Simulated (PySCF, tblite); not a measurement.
Species: C5H14Si2.
Structure used (GFN2-xTB), in Å, numbered top down from 1:
```
atom  x, y, z in Å
C1     3.7375   -0.3606   -0.7523
C2     2.6806    0.3366   -1.1377
Si3    1.2477    0.8376   -0.0237
Si4   -0.6636   -0.3600   -0.5910
C5    -0.7604   -2.0032    0.3734
C6    -2.2339    0.6649   -0.2070
C7    -2.3149    1.1097    1.2486
H8     4.5276   -0.6536   -1.4282
H9     3.8636   -0.6716    0.2726
H10    2.6110    0.6213   -2.1819
H11    1.6828    0.6373    1.3678
H12    1.0740    2.2917   -0.1880
H13   -0.7450   -0.7029   -2.0280
H14   -1.6820   -2.5401    0.1657
H15   -0.7117   -1.8366    1.4462
H16    0.0660   -2.6568    0.1096
H17   -3.1286    0.0895   -0.4517
H18   -2.2535    1.5480   -0.8480
H19   -1.4479    1.7122    1.5153
H20   -3.2098    1.7052    1.4257
H21   -2.3481    0.2482    1.9122
```

Method: PBE0/pcSseg-1 in PySCF (dipole) on a GFN2-xTB geometry, gas phase.

Masses are those of the commonest isotopes; rigid-rotor values at the optimised geometry. The values belong to one conformer with, in the numbering `[CH2:1]=[CH:2][SiH2:3][Si@@H:4]([CH3:5])[CH2:6][CH3:7]`, C1–C2–Si3–Si4 -110°, C2–Si3–Si4–C5 89°, Si3–Si4–C6–C7 -56°.

Problem. What are A, B and C (MHz)?

Solution. Ia = 176.13, Ib = 590.49, Ic = 670.10 u·Å²; 505379 MHz·u·Å²/I gives A = 2869, B = 855.9, C = 754.2 MHz.

Problem. What kind of rotor is it?

Solution. A near-prolate asymmetric top; Ray's κ = -0.904.

Problem. What does the inertial defect say?

Solution. Not planar: Δ = Ic − Ia − Ib = -96.52 u·Å². For a rigid frame Δ = −2 Σ m c², so Σ m c² = 48.26 u·Å² lies off the ab plane: 20.32 from hydrogen and 27.94 from heavier atoms. The atom farthest from that plane is 1.89 Å away.

Problem. List the rotational levels J(Ka,Kc) to J = 5 (MHz).

Solution. Above 0(0,0):
J = 1: 1(0,1) 1610, 1(1,1) 3624, 1(1,0) 3725
J = 2: 2(0,2) 4826, 2(1,2) 6742, 2(1,1) 7047, 2(2,1) 13088, 2(2,0) 13091
J = 3: 3(0,3) 9642, 3(1,3) 11417, 3(1,2) 12027, 3(2,2) 17918, 3(2,1) 17937, 3(3,1) 28242, 3(3,0) 28242
J = 4: 4(0,4) 16045, 4(1,4) 17647, 4(1,3) 18663, 4(2,3) 24355, 4(2,2) 24411, 4(3,2) 34690, 4(3,1) 34690, 4(4,1) 49134, 4(4,0) 49134
J = 5: 5(0,5) 24021, 5(1,5) 25427, 5(1,4) 26950, 5(2,4) 32397, 5(2,3) 32527, 5(3,3) 42752, 5(3,2) 42754, 5(4,2) 57192, 5(4,1) 57192, 5(5,1) 75764, 5(5,0) 75764
The levels of one J sum to (2J + 1)J(J + 1)(A + B + C)/3.

Problem. Predict some low-J microwave lines.

Solution. The dipole components are |μa| = 0.32 D, |μb| = 0.47 D, |μc| = 0.09 D. Intensities carry the squares of the components, which stand as 0.45 : 1.00 : 0.04 (a : b : c). Some lines, for components of 0.1 D or more:

| type | branch | J(Ka,Kc) | MHz | lower level (cm⁻¹) |
| --- | --- | --- | --- | --- |
| b | R | 2(0,2) ← 1(1,1) | 1203 | 0.121 |
| b | Q | 1(1,0) ← 1(0,1) | 2115 | 0.054 |
| b | Q | 2(1,1) ← 2(0,2) | 2221 | 0.161 |
| a | R | 2(1,2) ← 1(1,1) | 3118 | 0.121 |
| a | R | 2(0,2) ← 1(0,1) | 3216 | 0.054 |
| a | R | 2(1,1) ← 1(1,0) | 3322 | 0.124 |
| b | R | 1(1,1) ← 0(0,0) | 3624 | 0.000 |
| b | R | 2(1,2) ← 1(0,1) | 5132 | 0.054 |
| b | Q | 2(2,0) ← 2(1,1) | 6044 | 0.235 |
| b | Q | 2(2,1) ← 2(1,2) | 6346 | 0.225 |
| b | R | 2(2,1) ← 1(1,0) | 9362 | 0.124 |
| b | R | 2(2,0) ← 1(1,1) | 9468 | 0.121 |

Problem. Estimate the classical rotational partition function at 10 K, 298.15 K and 500 K.

Solution. Point group C1, symmetry number σ = 1; q = (√π/σ)·√((kT/h)³/(ABC)), k/h = 20836.6 MHz/K: 3920 at 10 K, 638000 at 298.15 K, 1380000 at 500 K.

Its GFN2-xTB frequencies are all real (lowest 17 cm⁻¹). These are rigid-rotor constants of the computed structure; measured ground-state constants (B0) also hold zero-point vibration. A rigid rotor knows nothing of internal rotation, which can split or shift real lines.

Time: 45 s of wall time (with the writing of density and orbital grids); peak memory 0.88 GiB. Hardware: one thread, Arm Neoverse V2 (aarch64) (shared host). This is the PBE0/pcSseg-1 job that gave the dipole, with the shieldings it also computed.
